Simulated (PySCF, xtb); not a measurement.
Torsion C1–C2–C3–C4 in C4H10 (SMILES CCCC); at each angle all else is relaxed with GFN2-xTB, and the levels are single points there.
Geometry at 180° (charge 0, multiplicity 1):
```tsv
atom	x (Å)	y (Å)	z (Å)
C	-1.5383	-0.2526	0.4530
C	-0.7257	0.5410	-0.5626
C	0.7061	0.0234	-0.6772
C	1.5189	0.8170	-1.6928
H	-1.0828	-0.1894	1.4391
H	-1.5873	-1.3012	0.1666
H	-2.5532	0.1329	0.5185
H	-0.7051	1.5931	-0.2685
H	-1.2089	0.4810	-1.5407
H	0.6855	-1.0286	-0.9714
H	1.1893	0.0834	0.3009
H	1.5692	1.8653	-1.4057
H	1.0626	0.7550	-2.6786
H	2.5333	0.4304	-1.7593
```

On the grid 0° to 180°, 0° is the highest and 180° the lowest point at MP2/CBS(cc-pVDZ, cc-pVTZ) + ΔCCSD(T)/cc-pVDZ.

Rows in 6-31G* carry no dispersion term and start afresh at each structure (6-31G* with six Cartesian d functions).

Programs: PySCF for 6-31G* rows; xtb for the GFN methods. Values without a source in brackets are computed.

Q: One of these levels gives 3.52 kcal/mol for the energy at 0° less that at 180°. Which one is it?
A. HF/6-31G*
B. GFN1-xTB
C. BP86/6-31G*

A: B, GFN1-xTB. The others give 6.32 (HF/6-31G*), 5.58 (BP86/6-31G*)
